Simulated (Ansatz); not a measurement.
```xyz
12

B     1.4300    0.0000    0.0000
N     0.7150    1.2384    0.0000
B    -0.7150    1.2384    0.0000
N    -1.4300    0.0000    0.0000
B    -0.7150   -1.2384    0.0000
N     0.7150   -1.2384    0.0000
H     2.6300    0.0000    0.0000
H     1.2225    2.1174    0.0000
H    -1.3150    2.2776    0.0000
H    -2.4450    0.0000    0.0000
H    -1.3150   -2.2776    0.0000
H     1.2225   -2.1174    0.0000
```

Basis set: 6-31G* (spherical functions). Frozen core: 6 orbitals. Charge 0, multiplicity 1.

Computed with Ansatz (development build ahead of 0.2.0); each method stands on the lowest determinant of its kind that the runs found. Restricted open shells among the atoms or ions are ROHF, correlated in semicanonical orbitals with singles.

The atomization energy at this shape (free ground-state atoms in the same class of orbitals less the molecule, no zero-point energy) of singlet B₃N₃H₆:

```
method  atomization energy
   RHF            39.53 eV
```

Question: What does RHF-MP2 give?

Answer: 49.41 eV.
